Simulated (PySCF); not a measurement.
## Energy of Nb⁺ (niobium, charge +1) between two integer charges

The 4d alpha orbital of [Kr] 4d4 is emptied in steps (occupation f), with all orbitals relaxed, ending at [Kr] 4d3. Computed with PySCF 2.14 in aug-cc-pVDZ-PP with ECP28MDF (5s5p4d2f, 54 functions), with a scalar-relativistic core potential. The exact energy is a straight line in f; departures are measured from the line between the end points of the same method.

| f | CAM-B3LYP (eV) |
| --- | --- |
| 1 | 0.000 |
| 0.8 | -0.299 |
| 0.6 | -0.460 |
| 0.4 | -0.469 |
| 0.2 | -0.317 |
| 0 | 0.000 |

Task: For CAM-B3LYP, how does the orbital energy at f = 1 compare with the removal energy?

Result: −ε = 12.411 eV against a total-energy difference of 14.208 eV. By Janak's theorem ε = ∂E/∂f, so the gap between them reflects the curvature. Along the path −ε is 13.039 (f = 0.8), 13.774 (f = 0.6), 14.561 (f = 0.4), 15.374 (f = 0.2) eV.

Reference removal energy between the ground levels: 14.32 eV (semi-empirical (NIST evaluation); NIST Atomic Spectra Database, ionization energies). The calculation has no spin-orbit coupling. The determinant left behind need not be the lowest term of the ion.
